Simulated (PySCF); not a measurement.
Electron correlation in In⁺ (indium, charge +1)

Starting occupation: [Kr] 4d9 5s2 6s1, 4d3/2 with m_j = -3/2, -1/2, +1/2, +3/2, 4d5/2 with m_j = -3/2, -1/2, +1/2, +3/2, +5/2, 6s1/2 with m_j = +1/2. All numbers are calculated (PySCF 2.14, X2C-1e with screened-nucleus spin-orbit coupling, Gaussian nucleus, in x2c-SVPall-2c with one added diffuse shell each of s, p type (7s9p4d, 54 functions)). Frozen: [Ar] 3d10; 20 electrons correlated; the 6 highest virtual spinors left out.

MP2 pair energies summed by pair of shells (mhartree):

```
       pair  energy  share (%)
5s1/2-5s1/2  -21.50       26.9
5s1/2-6s1/2   -7.15        9.0
4p1/2-4p3/2   -5.46        6.8
4d5/2-4p3/2   -5.34        6.7
4p3/2-4p3/2   -4.85        6.1
4d3/2-4d5/2   -4.78        6.0
4d3/2-4p3/2   -4.46        5.6
4d5/2-5s1/2   -4.19        5.2
4p3/2-5s1/2   -3.81        4.8
4d3/2-5s1/2   -3.28        4.1
4d5/2-4d5/2   -2.95        3.7
4d5/2-4p1/2   -2.77        3.5
4d3/2-4p1/2   -2.04        2.6
4d3/2-4d3/2   -1.97        2.5
4p1/2-4p1/2   -0.98        1.2
4d5/2-4s1/2   -0.80        1.0
4p3/2-4s1/2   -0.66        0.8
4d3/2-4s1/2   -0.63        0.8
4s1/2-4s1/2   -0.49        0.6
4d5/2-6s1/2   -0.37        0.5
4p1/2-5s1/2   -0.30        0.4
4d3/2-6s1/2   -0.27        0.3
4p1/2-4s1/2   -0.25        0.3
4s1/2-5s1/2   -0.25        0.3
4p3/2-6s1/2   -0.24        0.3
4s1/2-6s1/2   -0.01        0.0
4p1/2-6s1/2   -0.01        0.0
```

Total MP2 correlation energy: -79.81 mhartree.

This basis was not built for core-valence correlation, so the inner-shell part is incomplete.
